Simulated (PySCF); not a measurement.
C2H6N, SMILES C[CH]N, multiplicity 2.

Geometry optimised at r2SCAN-D4/def2-TZVP. The isomer is the one that the SMILES or the coordinates give; other isomers of the formula were not compared. One conformer was computed; it need not be the lowest.

Two levels are set side by side: PBE/def2-TZVPD (PySCF) and M06-2X/def2-TZVPD (PySCF). Same geometry, gas phase. Differences are taken from unrounded values.

```
quantity                      PBE
---------------------------  ----
α-spin orbital gap (eV)      2.66
β-spin orbital gap (eV)      5.67
dipole moment (D)            0.92
mean polarisability (bohr³)  41.4
```

These are the PBE values. What does M06-2X give? (Estimate from the structure and the level; the computed values follow.)


```csv
quantity,M06-2X,PBE minus M06-2X
α-spin orbital gap (eV),6.00,-3.34
β-spin orbital gap (eV),10.00,-4.33
dipole moment (D),0.82,0.09
mean polarisability (bohr³),38.2,3.2
```

Loosely held outer electrons make PBE densities more polarisable. Differences between two approximate levels are no errors against the true value.

Rough cost on one machine, each run with all the roots and properties that it gave: M06-2X against PBE within a factor of 2.
